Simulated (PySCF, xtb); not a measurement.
methyl pivalate (C6H12O2), SMILES O=C(OC)C(C)(C)C.

Harmonic wavenumbers (cm⁻¹) from GFN2-xTB (xtb) at its own minimum, in rising order: 29, 60, 127, 167, 180, 218, 235, 269, 296, 327, 345, 376, 483, 597, 722, 804, 900, 968, 969, 970, 1012, 1035, 1044, 1124, 1140, 1159, 1233, 1252, 1271, 1388, 1397, 1403, 1423, 1443, 1466, 1479, 1491, 1491, 1494, 1498, 1510, 1774, 2975, 2988, 3028, 3032, 3033, 3034, 3041, 3042, 3046, 3046, 3050, 3053.

Problem. What does PBE0-D3(BJ)/def2-SVP (PySCF 2.14.0) give at its own minimum? (An estimate is asked for; the answer gives what the named calculation found.)

Solution. 40, 120, 135, 202, 215, 257, 274, 292, 323, 342, 366, 383, 504, 603, 793, 820, 900, 954, 956, 957, 1033, 1041, 1081, 1176, 1195, 1240, 1245, 1269, 1340, 1373, 1386, 1407, 1444, 1453, 1456, 1460, 1460, 1468, 1473, 1478, 1498, 1873, 3054, 3056, 3064, 3066, 3147, 3147, 3161, 3161, 3168, 3169, 3170, 3201. Paired by order, the mean absolute difference is 43 cm⁻¹ and the zero-point energies are 107.1 and 109.9 kcal/mol.
